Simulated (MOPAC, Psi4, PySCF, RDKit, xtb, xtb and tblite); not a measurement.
Two geometries of SMILES B[SiH2]C(C)=O (C₂H₇BOSi), relaxed at GFN2-xTB with one dihedral held; other torsions can differ between them too.

Structure A

```
12

B      2.2049    -0.6986     0.0288
Si     0.9894     0.8206     0.2150
C      0.0840     1.2434    -1.4411
C     -0.1483     2.6861    -1.8017
O     -0.3008     0.3351    -2.1458
H      2.3449    -1.2651    -0.9837
H      2.8389    -1.0681     0.9402
H      1.5806     2.0990     0.6611
H     -0.1466     0.6004     1.1304
H     -0.6871     3.1672    -0.9887
H      0.8151     3.1822    -1.8997
H     -0.7089     2.7795    -2.7295
```

Structure B

```
12

B     -2.2738    -0.3753     0.0140
Si    -0.6771     0.7265     0.2565
C     -0.9125     1.8461     1.8176
C     -0.4496     1.2971     3.1417
O     -1.4467     2.9284     1.7228
H     -2.6164    -0.7223    -1.0490
H     -2.8948    -0.7724     0.9234
H      0.5379    -0.0515     0.5738
H     -0.2959     1.6560    -0.8148
H      0.6359     1.2235     3.1196
H     -0.8489     0.2948     3.2794
H     -0.7546     1.9400     3.9649
```

Which is lower in energy at the level DF-MP2 (frozen core)/cc-pVTZ // GFN2-xTB (Psi4 1.11), and by how much?

A is lower, by 1.26 kJ/mol (dihedral H6–B1–Si2–C3: 0° in A, 150° in B).

E(B) − E(A) in kJ/mol at the other levels, on the same two geometries: GFN2-xTB (xtb and tblite) -1.98; PBE/def2-TZVP // GFN2-xTB (Psi4) -1.11; PBE-D3(BJ)/def2-TZVP // GFN2-xTB (Psi4) -1.37; r2SCAN/def2-TZVP // GFN2-xTB (Psi4) -0.71; HF/cc-pVTZ // GFN2-xTB (Psi4) 1.71; UFF // GFN2-xTB (RDKit) 2.57; PM6, restricted, heats of formation // GFN2-xTB (MOPAC) -1.31; AM1, restricted, heats of formation // GFN2-xTB (MOPAC) -0.27; GFN1-xTB // GFN2-xTB (xtb) 1.17; restricted B3LYP/6-31G*, spherical d // GFN2-xTB (PySCF) 0.83; restricted B3LYP/LANL2DZ, with its core potentials past Ne // GFN2-xTB (PySCF) 0.29; restricted BP86/6-31G*, spherical d // GFN2-xTB (PySCF) -0.86; restricted Hartree-Fock/6-31G*, spherical d // GFN2-xTB (PySCF) 1.85.
